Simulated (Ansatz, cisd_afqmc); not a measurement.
Species: Br, charge 0, doublet.

Total energies in def2-QZVPPD, 7 correlated electrons, 14 frozen orbitals. Open shells are spin-unrestricted; no spin-orbit coupling. Cores are frozen in correlated methods (noble-gas shells, and filled d and f shells in the p block). No relativity. AFQMC/CISD: phaseless, guided by CISD from CCSD amplitudes; bars are statistical, one sigma. Outlying blocks are dropped, and bars are widened where a walk drifts. Over all cases where full CI ran beside it in this data, AFQMC minus full CI had a median of +0.1 mEh and passed +0.4 mEh in a tenth of the cases. Spin-orbit terms, left out, reach several kcal/mol for Br and I, and more for heavier atoms.

```
method         program          energy (Eh)  minus CCSDT(Q) (mEh)
----------  ----------  -------------------  --------------------
HF              Ansatz          -2572.44773                175.33
MP2             Ansatz          -2572.59765                 25.41
CCSD            Ansatz          -2572.61647                  6.59
CCSD(T)         Ansatz          -2572.62229                  0.77
CCSDT(Q)        Ansatz          -2572.62306                  0.00
AFQMC/CISD  cisd_afqmc  -2572.6228 ± 0.0002             0.2 ± 0.2
```

Ansatz is a first-principles code.
